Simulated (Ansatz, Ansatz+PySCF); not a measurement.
```xyz
2

S     0.0000    0.0000   -0.0796
H     0.0000    0.0000    1.2743
```

Basis set: def2-SVP (spherical functions). Correlated methods keep 5 orbitals frozen. Correlation on ROHF uses semicanonical orbitals with singles. Charge 0, multiplicity 2.

Computed with Ansatz (development build ahead of 0.2.0); each method stands on the lowest determinant of its kind that the runs found.

Problem. Give the atomization energy at this shape (free ground-state atoms in the same class of orbitals less the molecule, no zero-point energy) of doublet SH by ωB97X (unrestricted), r²SCAN (unrestricted), PBE0 (unrestricted), PBE (unrestricted), UHF-CCSD(T), ROHF-MP2, UHF.

Solution.

| method | atomization energy |
| --- | --- |
| ωB97X (unrestricted) | 3.74 eV |
| r²SCAN (unrestricted) | 3.77 eV |
| PBE0 (unrestricted) | 3.68 eV |
| PBE (unrestricted) | 3.74 eV |
| UHF-CCSD(T) | 3.44 eV |
| ROHF-MP2 | 3.32 eV |
| UHF | 2.56 eV |
